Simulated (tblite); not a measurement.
Species: C4H8NSi3 (doublet state).
Atom-mapped SMILES: `[C:1]#[C:2][SiH2:3][Si@@H:4]([C:5]#[N:6])[CH2:7][SiH3:8]` (hydrogens: H9, H10 on Si3; H11 on Si4; H12, H13 on C7; H14, H15, H16 on Si8)
Bond orders are those of one Lewis drawing.

Computed with GFN2-xTB (tblite), gas phase: L-BFGS steps from a force-field or distance-geometry start until the largest atomic force falls under 0.01 eV/Å.

Step 8: E = -557.7085 eV
```
atom  x, y, z in Å  |  force x, y, z in eV/Å
C1     -3.3243   -2.0050   -0.2196   -0.053  -0.003   0.064
C2     -2.7129   -1.0422    0.1743   -0.026  -0.222  -0.220
Si3    -1.8655    0.4103    0.9145    0.329   0.351  -0.023
Si4    -0.2404    0.9679   -0.6690    0.006   0.033  -0.280
C5      0.8086    2.3444    0.0626    0.169   0.332   0.177
N6      1.4040    3.1992    0.5535   -0.331  -0.515  -0.293
C7      0.8567   -0.5033   -1.1406   -0.017   0.007   0.046
Si8     1.8705   -1.1589    0.3312    0.015  -0.033   0.007
H9     -2.7152    1.5775    1.0777   -0.331   0.160   0.073
H10    -1.2451    0.1492    2.2013    0.031  -0.155   0.313
H11    -0.8470    1.5186   -1.8927    0.045   0.152   0.031
H12     1.5118   -0.2512   -1.9741    0.028   0.073   0.058
H13     0.1959   -1.2866   -1.5101    0.000  -0.072   0.020
H14     0.9158   -1.4972    1.3957    0.089  -0.047  -0.024
H15     2.6273   -2.3347   -0.0974    0.024   0.008   0.045
H16     2.7523   -0.0790    0.7814    0.022  -0.069   0.006
```

Step 9: E = -557.7222 eV
```
atom  x, y, z in Å  |  force x, y, z in eV/Å
C1     -3.3238   -1.9986   -0.2129    0.076   0.185   0.132
C2     -2.7023   -1.0355    0.1714   -0.162  -0.415  -0.289
Si3    -1.8597    0.4182    0.9162    0.269   0.272  -0.051
Si4    -0.2468    0.9669   -0.6751    0.052   0.059  -0.278
C5      0.8033    2.3398    0.0568    0.044   0.148   0.081
N6      1.3988    3.1903    0.5493   -0.177  -0.292  -0.171
C7      0.8573   -0.5012   -1.1377   -0.019  -0.025   0.011
Si8     1.8729   -1.1619    0.3316    0.012  -0.022   0.016
H9     -2.7239    1.5717    1.0796   -0.341   0.206   0.081
H10    -1.2519    0.1429    2.2034    0.063  -0.145   0.346
H11    -0.8457    1.5317   -1.8959    0.036   0.125   0.022
H12     1.5120   -0.2507   -1.9720    0.035   0.084   0.061
H13     0.1988   -1.2855   -1.5088   -0.010  -0.090   0.020
H14     0.9178   -1.4996    1.3970    0.097  -0.048  -0.034
H15     2.6318   -2.3386   -0.0962    0.002   0.035   0.047
H16     2.7538   -0.0807    0.7818    0.020  -0.077   0.004
```

Step 10: E = -557.7526 eV
```
atom  x, y, z in Å  |  force x, y, z in eV/Å
C1     -3.3232   -1.9810   -0.1930    0.295   0.464   0.203
C2     -2.6734   -1.0208    0.1594   -0.308  -0.540  -0.266
Si3    -1.8385    0.4449    0.9192   -0.032   0.003  -0.008
Si4    -0.2627    0.9657   -0.6986    0.144   0.078  -0.198
C5      0.7863    2.3258    0.0397   -0.270  -0.328  -0.191
N6      1.3838    3.1635    0.5367    0.259   0.330   0.188
C7      0.8585   -0.4967   -1.1298   -0.018  -0.105  -0.081
Si8     1.8797   -1.1707    0.3331   -0.006   0.024   0.016
H9     -2.7567    1.5609    1.0870   -0.229   0.163   0.078
H10    -1.2691    0.1218    2.2180    0.061  -0.067   0.235
H11    -0.8414    1.5715   -1.9050   -0.007   0.066  -0.058
H12     1.5135   -0.2472   -1.9647    0.054   0.086   0.061
H13     0.2066   -1.2848   -1.5045   -0.020  -0.123   0.012
H14     0.9260   -1.5078    1.3997    0.093  -0.056  -0.035
H15     2.6444   -2.3485   -0.0917   -0.041   0.083   0.039
H16     2.7586   -0.0876    0.7831    0.028  -0.079   0.005
```

Q: Estimate the geometry and energy of step 11. (The exact step hangs on the optimiser's Hessian estimate; all steps are aligned on step 10, rigid shifts and turns removed.)

A: E = -557.7617 eV, largest force 0.433 eV/Å
```
atom  x, y, z in Å  |  force x, y, z in eV/Å
C1     -3.3220   -1.9739   -0.1858    0.186   0.282   0.121
C2     -2.6645   -1.0179    0.1541   -0.163  -0.278  -0.133
Si3    -1.8320    0.4540    0.9201   -0.134  -0.059   0.044
Si4    -0.2662    0.9663   -0.7102    0.118   0.042  -0.120
C5      0.7796    2.3205    0.0334   -0.192  -0.242  -0.148
N6      1.3798    3.1552    0.5329    0.242   0.311   0.179
C7      0.8587   -0.4968   -1.1283   -0.016  -0.108  -0.091
Si8     1.8820   -1.1733    0.3340   -0.020   0.044  -0.004
H9     -2.7716    1.5597    1.0907   -0.134   0.080   0.066
H10    -1.2741    0.1135    2.2267    0.024  -0.020   0.115
H11    -0.8401    1.5862   -1.9090   -0.024   0.052  -0.100
H12     1.5150   -0.2445   -1.9613    0.058   0.066   0.051
H13     0.2089   -1.2867   -1.5029   -0.014  -0.126   0.001
H14     0.9303   -1.5115    1.4001    0.075  -0.060  -0.019
H15     2.6480   -2.3505   -0.0895   -0.043   0.081   0.029
H16     2.7607   -0.0912    0.7836    0.038  -0.064   0.009
```

The energy changes by -0.0090 eV. The first-order estimate −F·Δx gives -0.0124 eV and the mean of the old and new forces, exact on a quadratic surface, -0.0091 eV. The step makes an angle of 75° with the force vector and moves no atom by more than 0.015 Å.

What follows is the cost of the whole relaxation. Time: 0.82 s of wall time. Hardware: an Arm Neoverse V1 with one thread, shared host with 32 logical CPUs at a one-minute load of 22.
